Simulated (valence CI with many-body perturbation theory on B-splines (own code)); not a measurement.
**Ladder of approximations for Ar4+**

Computed by valence CI with perturbative core correlation (CI+MBPT): four valence electrons over a frozen Dirac-Fock core [Ne], radial functions for each j: 11 s, 11 p, 9 d, 7 f, 5 g, 2 h, 1 i, with the one-electron correlation potential Σ1, the two-electron term Σ2, the three-electron term Σ3, Breit, model QED; selected CI, second order for the rest, scaled by the run's own slope (own B-spline code, finite nucleus).

Against 28 measured levels this calculation errs by 66 cm⁻¹ on average and by 230 at most. These come from a selection out of Saloman, J. Phys. Chem. Ref. Data 39, 033101 (2010). Levels without a partner in it may be off by more. Among the levels kept, up to 330 cm⁻¹ of a level comes from second order outside the variational space, and about a tenth of that is noise between levels of different J, which matters for small intervals. 3 measured levels below the end of the list, from 252141 cm⁻¹ on, found no clear computed partner, and computed levels of the same name lie up to 13011 cm⁻¹ from them.

Each rung adds one term. CI alone is the Dirac-Coulomb CI over the frozen core; QED comes last and gives the full result, which names the levels. Energies are above 3s2 3p2 3P_0 on the same rung, in cm⁻¹.

Names give the largest LS component (configuration and term), which can be under half, so a name can repeat, a term be missing and a line seem to break the LS rules; names also repeat where a configuration has a term twice.

```
          Level  CI alone    Σ1     Σ2    Σ3  Breit   QED    Full
   3s2 3p2 3P_1       774   +15   +4.0  +0.9    -33  +2.0     764
   3s2 3p2 3P_2      2071   +37   +7.5  +1.2    -90  +5.0    2032
   3s2 3p2 1D_2     16573   +84   -161   -53    -75  +4.3   16374
   3s2 3p2 1S_0     38461  +143   -337  -132    -67  +2.7   38070
   3s 3p3 5S°_2     84641   +92   +961  +111    -52   -89   85664
   3s 3p3 3D°_1    121058  +216   +383   +46    -63   -78  121563
   3s 3p3 3D°_2    121110  +217   +380   +46    -67   -78  121608
   3s 3p3 3D°_3    121261  +221   +378   +47    -92   -77  121738
   3s 3p3 3P°_2    141648  +283    +30   -25    -80   -77  141778
   3s 3p3 3P°_0    141640  +282    +30   -27    -64   -77  141784
   3s 3p3 3P°_1    141654  +282    +31   -26    -77   -77  141788
   3s 3p3 1D°_2    154229  +342   -263  +5.6   -132   -43  154139
3s2 3p 3d 3F°_2    186607  +481   -384  -179   -139  +5.6  186391
3s2 3p 3d 3F°_3    187338  +497   -386  -179   -179  +7.6  187099
3s2 3p 3d 3F°_4    188341  +521   -385  -178   -230   +11  188079
   3s 3p3 3S°_1    194508  +422  -2926   -88    -55   -95  191767
   3s 3p3 1P°_1    197434  +480  -2010  -146   -106   -74  195578
3s2 3p 3d 3P°_2    219144  +611  -1716  -295   -154  -6.4  217584
3s2 3p 3d 3P°_1    219830  +621  -1689  -294   -174  -3.5  218291
3s2 3p 3d 3P°_0    220173  +626  -1682  -293   -177  -1.6  218645
3s2 3p 3d 1D°_2    224511  +589  -2641  -269   -147   -40  222001
3s2 3p 3d 3D°_1    226251  +634  -2162  -318   -155  -4.8  224245
3s2 3p 3d 3D°_2    226548  +642  -2161  -318   -176  -3.8  224532
3s2 3p 3d 3D°_3    226776  +649  -2164  -319   -196  -3.0  224743
3s2 3p 3d 1F°_3    247258  +788  -1967  -445   -198  +9.4  245445
3s2 3p 3d 1P°_1    255154  +797  -2103  -481   -168  -7.0  253191
       3p4 3P_2    264036  +472    +15   +23    -88  -139  264318
       3p4 3P_1    265200  +494    +29   +23   -134  -136  265477
       3p4 3P_0    265698  +503    +33   +23   -151  -135  265972
       3p4 1D_2    272147  +505    -48   +38   -117  -145  272381
 3s 3p2 3d 5F_1    273291  +517   +508   -75   -116   -88  274038
```

The middle columns are the shifts that each term adds.

Problem. How does the ionisation energy move along the ladder, and which term matters most?

Solution. CI alone 74.581, + Σ1 74.934, + Σ2 74.794, + Σ3 74.749, + Breit 74.736, + QED 74.738 eV. The largest step is Σ1, 0.354 eV. NIST lists 74.84 ± 0.17 eV (semi-empirical).
